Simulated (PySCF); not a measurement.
mercury atom (Hg), singlet (core potentials on Hg); PySCF with HF/def2-SVP.

Input for PySCF:
```python
from pyscf import gto, scf

mol = gto.M(
    atom='''
Hg    0.00000000    0.00000000    0.00000000
''',
    basis='def2-svp',
    ecp={'Hg': 'def2-svp'},
    verbose=4,
)

mf = scf.RHF(mol)
mf.kernel()
```

Task: Write the output that PySCF gives for this input, abridged.

Result: 
```
PySCF version 2.14.0

[INPUT] verbose = 4
[INPUT] num. atoms = 1
[INPUT] num. electrons = 20
[INPUT] charge = 0
[INPUT] spin (= nelec alpha-beta = 2S) = 0
[INPUT] symmetry False subgroup None
[INPUT] Mole.unit = angstrom
[INPUT] Symbol           X                Y                Z      unit          X                Y                Z       unit  Magmom
[INPUT]  1 Hg     0.000000000000   0.000000000000   0.000000000000 AA    0.000000000000   0.000000000000   0.000000000000 Bohr   0.0

nuclear repulsion = 0
number of shells = 12
number of NR pGTOs = 57
number of NR cGTOs = 32
basis = def2-svp
ecp = {'Hg': 'def2-svp'}

******** <class 'pyscf.scf.hf.RHF'> ********
method = RHF
initial guess = minao
damping factor = 0
level_shift factor = 0
DIIS = <class 'pyscf.scf.diis.CDIIS'>
diis_start_cycle = 1
diis_space = 8
diis_damp = 0
SCF conv_tol = 1e-09
SCF conv_tol_grad = None
SCF max_cycles = 50
direct_scf = True
direct_scf_tol = 1e-13
Set gradient conv threshold to 3.16228e-05
Initial guess from minao.
init E= -140.347531666768
  HOMO = -0.96016701630254  LUMO = -0.355655026601733  gap/eV = 16.44961
cycle= 1 E= -152.202417479385  delta_E= -11.9  |g|=  1.3  |ddm|= 15.7
  HOMO = -0.217351890750108  LUMO = 0.131307609129099  gap/eV = 9.48751
cycle= 2 E= -152.460575647554  delta_E= -0.258  |g|= 0.711  |ddm|= 3.62
  HOMO = -0.323952184744756  LUMO = 0.0874829435809478  gap/eV = 11.19572
cycle= 3 E= -152.549847820174  delta_E= -0.0893  |g|= 0.0313  |ddm|= 0.85
  HOMO = -0.325563847291254  LUMO = 0.0853541500654097  gap/eV = 11.18165
cycle= 4 E= -152.550354953027  delta_E= -0.000507  |g|= 0.00723  |ddm|= 0.168
  HOMO = -0.326613697692252  LUMO = 0.0831624727419731  gap/eV = 11.15058
cycle= 5 E= -152.550399082319  delta_E= -4.41e-05  |g|= 0.000929  |ddm|= 0.0589
  HOMO = -0.326582025316652  LUMO = 0.0830462981777442  gap/eV = 11.14655
cycle= 6 E= -152.550399497471  delta_E= -4.15e-07  |g|= 3.3e-05  |ddm|= 0.00655
  HOMO = -0.326571686018729  LUMO = 0.0830499697109194  gap/eV = 11.14637
cycle= 7 E= -152.550399497621  delta_E= -1.5e-10  |g|= 7.57e-07  |ddm|= 3.37e-05
  HOMO = -0.326571886510695  LUMO = 0.083050033104462  gap/eV = 11.14638
Extra cycle  E= -152.550399497621  delta_E= -8.53e-14  |g|= 1.26e-07  |ddm|= 1.4e-06
converged SCF energy = -152.550399497621
```
